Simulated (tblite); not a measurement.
Species: C5H7O2PS.
Z-matrix (Å and degrees, GFN2-xTB geometry), rows numbered from 1:
```
C 
O   1  1.4026
C   2  1.3647  1  114.94
P   3  1.7795  2  124.43  1    -0.19
C   4  1.7005  3   93.25  2   179.79
S   5  1.7125  4  118.73  3     0.19
C   3  1.3743  2  118.67  1   179.70
O   7  1.3495  3  122.33  2     0.27
C   8  1.4061  7  116.82  3  -178.40
H   1  1.0973  2  111.11  3   -60.31
H   1  1.0884  2  106.36  3  -179.76
H   1  1.0974  2  111.14  3    60.78
H   5  1.0741  4  124.74  3   179.95
H   9  1.0880  8  106.12  7   179.75
H   9  1.0957  8  111.22  7    60.46
H   9  1.0958  8  111.20  7   -60.95
```

Method: GFN2-xTB as coded in tblite; computed harmonic values from a numerical Hessian at the method's own geometry, unscaled. Errors from tens to a few hundred cm⁻¹ against measured bands are possible. One conformer, not necessarily the lowest.

Harmonic wavenumbers (cm⁻¹): 62.2, 84.7, 132.2, 155.1, 196.3, 225.4, 226.1, 270.1, 350.7, 356.0, 404.5, 472.6, 490.5, 517.7, 591.0, 641.5, 814.9, 880.5, 969.3, 1016.1, 1066.3, 1121.3, 1124.9, 1131.0, 1146.2, 1168.7, 1209.1, 1215.2, 1398.6, 1403.3, 1455.3, 1459.1, 1468.3, 1470.3, 1509.0, 2895.0, 2915.6, 2922.6, 2940.4, 3028.8, 3036.5, 3132.0.

A = 1692, B = 1110, C = 676.2 MHz; mass 161.990 u (most abundant isotopes); point group Cs, symmetry number 1.

Task: Zero-point energy?

Result: ½Σν̃ = 24537 cm⁻¹ = 70.16 kcal/mol.

Task: Give the ideal-gas entropy at 298.15 K and 1 bar in the rigid-rotor, harmonic-oscillator model (classical rotation).

Result: Translation 41.18, rotation 29.92, vibration 28.46: S = 99.6 cal/(mol K).

Task: And Cp and H(298.15 K) − H(0)?

Result: Cp = 37.76 cal/(mol K), of which vibrations give 29.81 (their classical limit is 42 R = 83.5); H(298.15 K) − H(0) = 7.00 kcal/mol without the zero-point energy, 4.63 from vibrations.

Task: Blend soft modes into free rotors: weight 1/[1 + (100 cm⁻¹/ν̃)⁴] for the oscillator and the rest for a rotor with moment μB/(μ + B), μ = h/(8π²ν), B = 10⁻⁴⁴ kg m². What vibrational entropy results?

Result: 26.95 cal/(mol K) in place of 28.46, which changes −T·S at 298.15 K by +0.45 kcal/mol.

Task: How do the functions run with temperature in this model?

Result: 
```tsv
T (K)	S (cal/(mol K))	Cp (cal/(mol K))	H − H(0) (kcal/mol)	G − H(0) (kcal/mol)	ln q(vib)
50	59.1	12.4	0.47	-2.48	0.32
100	69.7	19.0	1.26	-5.71	1.33
373.15	108.7	43.8	10.06	-30.50	8.45
500	122.8	52.5	16.19	-45.19	11.64
750	146.5	64.5	30.95	-78.96	17.51
1000	166.2	72.0	48.08	-118.12	22.82
```

q(vib) and H(0) count from the zero-point level.

Task: What must be added to the electronic energy to get the Gibbs energy at 298.15 K and 1 bar?

Result: ZPE + [H(298.15 K) − H(0)] − T·S = 70.16 + 7.00 − 29.68 = 47.48 kcal/mol.

Task: Which modes carry the vibrational entropy at 298.15 K?

Result: 62.2 cm⁻¹: 4.39; 84.7 cm⁻¹: 3.78; 132.2 cm⁻¹: 2.91; 155.1 cm⁻¹: 2.61; 196.3 cm⁻¹: 2.17; 225.4 cm⁻¹: 1.92 cal/(mol K); the other 36 give 10.69 together.

Hindered rotation and anharmonicity are outside this model. Other conformers, if any are populated, would add a mixing term that is left out.
